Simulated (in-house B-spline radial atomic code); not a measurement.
Configurations of Zn⁷⁺, with energies counted from [Ar] (3d3/2)4 (3d5/2)1. Method: Dirac-Hartree-Fock, average of each configuration as written, Fermi nucleus of rms radius 3.9283 fm. Calculated with an all-electron radial atomic-structure program (B-spline basis). Energies include first-order Breit, QED and recoil terms.

Occupations are held fixed; configurations that lie above the ionisation limit could autoionise.

```csv
configuration,E - E(ref) (eV),highest orbital,its <r> (bohr)
[Ar] (3d3/2)3 (3d5/2)2,1.4228,3d5/2,0.6738
[Ne] 3s2 (3p1/2)1 (3p3/2)4 (3d3/2)1 (3d5/2)5,82.817,3d3/2,0.6742
[Ar] (3d5/2)4 (5g9/2)1,135.93,5g9/2,3.428
[Ne] 3s2 (3p1/2)1 (3p3/2)4 (3d3/2)2 (3d5/2)3 (4p3/2)1,159.61,4p3/2,1.659
[Ne] 3s2 (3p1/2)1 (3p3/2)4 (3d5/2)5 (4f5/2)1,192.69,4f5/2,2.14
[Ne] 3s2 (3p1/2)1 (3p3/2)4 (3d3/2)4 (3d5/2)1 (5p3/2)1,204.52,5p3/2,3.02
[Ne] 3s2 (3p1/2)1 (3p3/2)4 (3d3/2)3 (3d5/2)2 7s1,230.67,7s1/2,6.479
```

Q: Order these further configurations by energy, lowest first.
A. [Ne] 3s2 (3p1/2)1 (3p3/2)4 (3d5/2)5 (5f5/2)1
B. [Ar] (3d3/2)4 (6d5/2)1
C. [Ar] (3d5/2)5
D. [Ar] (3d3/2)4 (6f7/2)1
E. [Ar] (3d3/2)3 (3d5/2)1 6s1

A: C (1.864 eV), E (132.75 eV), B (138.89 eV), D (143 eV), A (212.65 eV).

Q: How far above the reference does [Ne] 3s2 (3p1/2)1 (3p3/2)4 (3d3/2)4 (3d5/2)1 (7f7/2)1 lie?

A: 238.92 eV; its least bound orbital is 7f7/2 with <r> = 8.186 bohr.

Q: How far above the reference does [Ar] (3d3/2)4 (5p3/2)1 lie?

A: 115.21 eV; its least bound orbital is 5p3/2 with <r> = 3.022 bohr.
